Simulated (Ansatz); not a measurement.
B₇N₇H₂₀, a nanocrystal cut from zinc blende BN (hydrogen-capped). Total charge 0; singlet. Geometry PBE-D4/def2-SVP.

```xyz
34

B     2.3575   -0.1340    0.5404
B    -1.6601   -0.7761   -1.6799
B     0.6121    0.6290   -1.2398
B     0.1643   -1.4987    0.1858
B     0.4975   -0.1114    2.3681
B    -1.2424    0.6516    0.5825
B     0.9465    2.0226    0.9382
N    -0.9483   -1.9620   -0.9407
N     1.2184   -0.6155   -0.5357
N     1.5697    0.7338    1.5884
N    -0.5165    0.0891   -2.3149
N    -2.3043    0.1109   -0.5583
N    -0.1341    1.4518   -0.1545
N    -0.5645   -0.5938    1.2162
H     3.1903    0.5306   -0.0793
H     2.8371   -1.1503    1.0468
H    -2.4822   -1.1604   -2.5118
H     1.4154    1.2764   -1.8997
H     0.6130   -2.5371    0.6553
H     0.9828   -1.1278    2.8688
H    -0.1283    0.5709    3.1818
H    -1.9081    1.3168    1.3661
H     1.7842    2.6800    0.3173
H     0.3192    2.6978    1.7568
H    -0.4849   -2.5907   -1.6137
H    -1.6371   -2.5764   -0.4814
H     1.7786   -1.1733   -1.1926
H     2.2562    1.0549    2.2830
H    -0.0305   -0.4321   -3.0599
H    -0.9044    0.9040   -2.8133
H    -2.7855    0.9270   -0.9648
H    -3.0641   -0.3951   -0.0792
H    -0.5097    2.3242   -0.5475
H    -1.2378   -1.1366    1.7715
```

Single mean-field runs in def2-TZVP are fitted with def2-universal-jkfit.

(1) Estimate the orbital energies around the gap (eV) in Ansatz with PBE-D4/def2-SVP, PBE-D4/def2-TZVP, r2SCAN-D4/def2-TZVP, PBE0-D4/def2-SVP, PBE0-D4/def2-TZVP.

Results:

(1) 
```csv
orbital,PBE-D4/def2-SVP,PBE-D4/def2-TZVP,r2SCAN-D4/def2-TZVP,PBE0-D4/def2-SVP,PBE0-D4/def2-TZVP
HOMO−9,-8.31,-8.44,-8.77,-9.86,-9.93
HOMO−8,-7.64,-7.81,-8.17,-9.15,-9.26
HOMO−7,-6.83,-6.94,-7.23,-8.23,-8.29
HOMO−6,-6.83,-6.94,-7.23,-8.23,-8.29
HOMO−5,-6.59,-6.71,-6.99,-7.97,-8.03
HOMO−4,-6.44,-6.64,-6.97,-7.89,-8.03
HOMO−3,-6.44,-6.64,-6.97,-7.89,-8.03
HOMO−2,-5.22,-5.43,-5.69,-6.58,-6.73
HOMO−1,-5.22,-5.43,-5.69,-6.58,-6.73
HOMO,-4.84,-5.07,-5.35,-6.19,-6.36
LUMO,-1.15,-1.69,-1.05,-0.24,-0.87
LUMO+1,-0.20,-0.83,-0.08,0.74,-0.01
LUMO+2,-0.20,-0.82,-0.08,0.75,0.00
LUMO+3,0.51,-0.04,0.63,1.50,0.84
LUMO+4,0.51,-0.03,0.63,1.50,0.84
LUMO+5,1.41,0.28,1.05,2.40,0.99
```
